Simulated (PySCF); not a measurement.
# Molecular orbitals of CaAl

B3LYP at R = 3.158 Å; basis Ca pcseg-1, Al pcseg-1; no relativity; PySCF 2.14. State: ²Π (doublet), unpaired electrons π ↑. Only the outer orbitals are listed, counted within each symmetry.

```tsv
spin	orbital	occ.	ε (eV)	on Ca (%)	main shells (%)
α	7σ	1	-49.30	100	100 Ca s
α	3π	1	-29.80	100	100 Ca p
α	3π	1	-29.77	100	100 Ca p
α	8σ	1	-29.74	100	100 Ca p
α	9σ	1	-8.59	12	88 Al s
α	10σ	1	-4.33	64	63 Ca s, 30 Al p
α	4π	1	-3.55	21	79 Al p, 12 Ca d, 9 Ca p
α	4π	0	-2.25	24	76 Al p, 13 Ca d, 11 Ca p
α	11σ	0	-2.15	66	34 Ca s, 34 Al p, 18 Ca p
α	12σ	0	-0.70	96	75 Ca d, 21 Ca p
β	7σ	1	-49.25	100	100 Ca s
β	3π	1	-29.79	100	100 Ca p
β	3π	1	-29.69	100	100 Ca p
β	8σ	1	-29.67	100	100 Ca p
β	9σ	1	-7.91	13	86 Al s
β	10σ	1	-4.18	80	78 Ca s, 15 Al p
β	4π	0	-2.08	26	74 Al p, 14 Ca d, 13 Ca p
β	11σ	0	-1.95	48	51 Al p, 18 Ca p, 15 Ca d
β	4π	0	-1.66	31	69 Al p, 17 Ca d, 14 Ca p
```

Q: Which are the highest filled and the lowest empty level, where do they sit, and how wide is the gap?

A: Highest filled α 4π at -3.55 eV (in %: 79 Al p, 12 Ca d, 9 Ca p); lowest empty α 4π at -2.25 eV (in %: 76 Al p, 13 Ca d, 11 Ca p); the gap at B3LYP is 1.30 eV. Both belong to one degenerate shell, split only by its one-sided filling, so this is no excitation gap.

| Quantity | Value |
| --- | --- |
| bond order (Mayer) | 1.15 |
| ⟨S²⟩ | 0.818 |
| charge on Ca (Mulliken, basis-dependent) | 0.11 |
| charge on Ca (Löwdin, basis-dependent) | 0.23 |
| dipole moment (positive dipole means Ca(−)Al(+)) | -2.81 D |
| polarisability along the bond | 289.6 bohr³ |
| polarisability across the bond | 134.7 bohr³ |

The state was picked by a PBE0 search and need not be the measured ground state.
